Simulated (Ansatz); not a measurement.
`[CH3][Al]([SiH3])[SiH3]` and `C[NH][Al]([CH3])[SiH3]` differ in one atom or group.

Ansatz, PBE0-D4/def2-TZVP geometries, multiplicity 1. Each molecule was computed in one conformer, which needn't be the lowest.

```csv
property,`[CH3][Al]([SiH3])[SiH3]`
LUMO energy (PBE0/def2-TZVPP) / eV,-2.07
size of the dipole moment (B3LYP/def2-TZVPP) / D,1.24
size of the dipole moment (ωB97M-V/def2-TZVPP) / D,1.28
HOMO–LUMO gap (B3LYP/def2-TZVPP) / eV,4.64
LUMO energy (ωB97M-V/def2-TZVPP) / eV,-0.42
HOMO energy (B3LYP/def2-TZVPP) / eV,-6.87
```

Task: Give the same properties after the change, and the shifts. (Best estimate.)

Result: The calculation gave: 
| property | `C[NH][Al]([CH3])[SiH3]` | shift |
| --- | --- | --- |
| LUMO energy (PBE0/def2-TZVPP) / eV | -0.79 | 1.28 |
| size of the dipole moment (B3LYP/def2-TZVPP) / D | 1.76 | 0.52 |
| size of the dipole moment (ωB97M-V/def2-TZVPP) / D | 1.77 | 0.49 |
| HOMO–LUMO gap (B3LYP/def2-TZVPP) / eV | 5.66 | 1.02 |
| LUMO energy (ωB97M-V/def2-TZVPP) / eV | 0.85 | 1.27 |
| HOMO energy (B3LYP/def2-TZVPP) / eV | -6.61 | 0.26 |

With PBE0 the HOMO rises by 0.24 eV and the LUMO rises by 1.28 eV, so the gap widens by about 1.04 eV. PBE moves the HOMO by 0.50 eV and ωB97M-V by -0.20 eV. Dipoles are sizes alone; their direction can turn.

B3LYP here is the variant with VWN-RPA as its local correlation; programs differ in this.
